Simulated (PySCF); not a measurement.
Correlation energy of B (boron, neutral)

[He] 2s2 3s1, 2S determinant (an excited configuration). Computed with PySCF 2.14 in aug-cc-pVTZ-DK, with scalar relativity by spin-free X2C-1e. Frozen: 1s2; 3 electrons correlated.

```csv
level,correlation energy (mhartree)
CCSD,-67.84
(T),-0.81
CCSD(T),-68.65
CCSDT,-68.97
```

Diagnostics: T1 = 0.015, D1 = 0.0319, largest double amplitude 0.139.

The outer electron is Rydberg-like, and this basis confines it to a smaller radius and binds it less than a complete one would.

Cost of the coupled-cluster step: roughly 1.7 core-seconds, for 3 correlated electrons.
